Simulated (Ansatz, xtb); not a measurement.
## Isomers of CH4AlFO in order of energy

3 gas-phase structures of CH4AlFO, found in a search over its isomers (lower ones may exist). Each was relaxed with GFN2-xTB:

A. `[CH3][Al]([OH])[F]`, a singlet
B. `[F][Al@@H-]1[CH2][OH+]1`, a singlet
C. `C[O][AlH][F]`, a singlet

Task: Which do you expect lowest at r2SCAN-D4/def2-SVP, and how would the others follow?

Result: Calculated order at r2SCAN-D4/def2-SVP: A (0.0), C (95.0), B (231.1) kJ/mol.

Energies above the lowest of each column, in kJ/mol; the last columns are at PBE0-D3(BJ)/pcseg-1 geometries:

```json
{"structure": "A", "GFN2-xTB": "25.1", "HF/STO-3G": "0.0", "r2SCAN-D4/def2-SVP": "0.0", "PBE0-D3(BJ)/pcseg-1": "0.0", "CCSD(T)/def2-TZVP": "0.0"}
{"structure": "C", "GFN2-xTB": "0.0", "HF/STO-3G": "34.2", "r2SCAN-D4/def2-SVP": "95.0", "PBE0-D3(BJ)/pcseg-1": "97.1", "CCSD(T)/def2-TZVP": "100.6"}
{"structure": "B", "GFN2-xTB": "187.1", "HF/STO-3G": "109.1", "r2SCAN-D4/def2-SVP": "231.1", "PBE0-D3(BJ)/pcseg-1": "229.3", "CCSD(T)/def2-TZVP": "242.0"}
```

CCSD(T)/def2-TZVP puts A lowest; GFN2-xTB picks C. Flexible structures stand in one conformer each, not always the lowest.

Programs: Ansatz 0.2.0, xtb 6.7.1.
